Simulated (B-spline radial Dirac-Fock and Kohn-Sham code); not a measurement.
# X-ray scattering factor of Hg³²⁺

System: mercury as Hg³²⁺, configuration [Kr] 4d10 4f2.

The computed values come from a radial atomic solver: relativistic Hartree-Fock (Dirac-Fock) wave functions, averaged over the configuration. f₀ is the Fourier transform of the spherical electron density, S the Waller-Hartree incoherent function, and s = sin θ/λ.

```tsv
s (Å⁻¹)	f₀	S
0	48.000	0.000
0.05	47.922	0.061
0.1	47.691	0.244
0.15	47.308	0.542
0.2	46.781	0.951
0.25	46.117	1.461
0.3	45.325	2.060
0.35	44.418	2.736
0.4	43.407	3.477
0.45	42.306	4.270
0.5	41.131	5.101
0.6	38.613	6.836
0.7	35.971	8.601
0.8	33.313	10.342
0.9	30.733	12.026
1	28.304	13.639
1.1	26.076	15.178
1.2	24.080	16.646
1.4	20.806	19.390
1.6	18.393	21.889
1.8	16.627	24.139
2	15.272	26.132
2.5	12.609	30.083
3	10.225	32.958
3.5	8.188	35.184
4	6.693	36.987
5	5.082	39.745
6	4.295	41.731
```

f₀ starts at the number of electrons, 48, and has fallen to half at s ≈ 1.20 Å⁻¹. The sum of ⟨r²⟩ over the electrons is 4.220 bohr².
